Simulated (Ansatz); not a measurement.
Species: CdCl, charge 0, doublet. CdCl (parent SMILES [Cl][Cd], doublet).
B3LYP-D3(BJ)/def2-TZVP minimum from Ansatz (an electronic-structure program):
```xyz
2

Cd     0.0000     0.0000    -0.6275
Cl     0.0000     0.0000     1.7717
```
Charge 0, spin multiplicity 2.

Total energies in hartree (Ansatz). Open shells are spin-unrestricted; no spin-orbit coupling. Correlated methods leave the cores frozen (noble-gas shells, and filled d and f shells in the p block). Past Kr the def2 sets carry scalar-relativistic core potentials. The spin of CdCl (parent SMILES [Cl][Cd], doublet) was assumed, and the state is the lowest solution found for it.

| species | HF/def2-TZVPP | CCSD(T)/def2-TZVPP | HF/def2-QZVPP | CCSD(T)/def2-QZVPP | CCSDT(Q)/def2-TZVPP |
|---|---|---|---|---|---|
| 1: CdCl (parent SMILES [Cl][Cd], doublet) | -626.42121 | -627.03896 | -626.43683 | -627.11344 | -627.03940 |
| 2: Cd (singlet) | -166.88392 | -167.31105 | -166.88491 | -167.34967 | -167.31037 |
| 3: Cl (doublet) | -459.47685 | -459.66464 | -459.48954 | -459.69535 | -459.66548 |

Q: Work out the atomisation energy (electronic, to ground-state atoms) in kJ/mol: take Hartree-Fock from def2-QZVPP, extrapolate the CCSD(T) correlation energy as X^-3 (X = 3, 4), and add CCSDT(Q) - CCSD(T) in def2-TZVPP. 1 hartree = 2625.5 kJ/mol.

A: 
Species 1: correlation (64·(-0.67661) - 27·(-0.61775))/37 = -0.71956; step -0.00044; E1 = -626.43683 + (-0.71956) + (-0.00044) = -627.15683
Species 2: correlation (64·(-0.46476) - 27·(-0.42713))/37 = -0.49222; step +0.00068; E2 = -166.88491 + (-0.49222) + (+0.00068) = -167.37645
Species 3: correlation (64·(-0.20581) - 27·(-0.18779))/37 = -0.21896; step -0.00084; E3 = -459.48954 + (-0.21896) + (-0.00084) = -459.70934
-1·E1 +1·E2 +1·E3 = 0.07104 hartree = 186.5 kJ/mol.
